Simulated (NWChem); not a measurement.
System: C3H3ClOSi; SMILES C#C[Si@@H](Cl)C=O

```xyz
9

C      2.7152     1.0754    -0.2297
C      1.6032     0.6721     0.0567
Si    -0.0474     0.0095     0.4583
Cl    -1.5058     1.3237    -0.1922
C     -0.2733    -1.6512    -0.5007
O      0.0970    -2.6877    -0.0140
H      3.6980     1.4360    -0.4802
H     -0.1878    -0.2175     1.9171
H     -0.7442    -1.6254    -1.5228
```
Atoms are numbered in this order, from 1.

Level: PBE0/def2-SVP (NWChem), optimised geometry, unscaled harmonic frequencies. 

| frequency (cm⁻¹) | IR intensity (km/mol) |
|---|---|
| 43 | 8.6 |
| 109 | 2.6 |
| 131 | 7.5 |
| 140 | 1.1 |
| 292 | 16.0 |
| 319 | 26.2 |
| 349 | 9.9 |
| 559 | 74.1 |
| 652 | 77.3 |
| 719 | 4.2 |
| 751 | 28.6 |
| 759 | 67.1 |
| 762 | 77.6 |
| 798 | 135.3 |
| 893 | 85.2 |
| 1373 | 17.1 |
| 1831 | 130.6 |
| 2166 | 60.1 |
| 2290 | 68.6 |
| 2867 | 105.0 |
| 3471 | 60.0 |

| Quantity | Value |
|---|---|
| zero-point energy | 30.4 kcal/mol |
| thermal correction to the enthalpy at 298.15 K (with zero-point energy) | 35.9 kcal/mol |
| heat capacity Cv | 24.9 cal/(mol K) |
| entropy at 298.15 K and 1 atm (symmetry number 1) | 89.1 cal/(mol K) |
| dipole moment | 1.71 D |

Rigid rotor and harmonic oscillator; modes under 100 cm⁻¹ make the entropy uncertain.
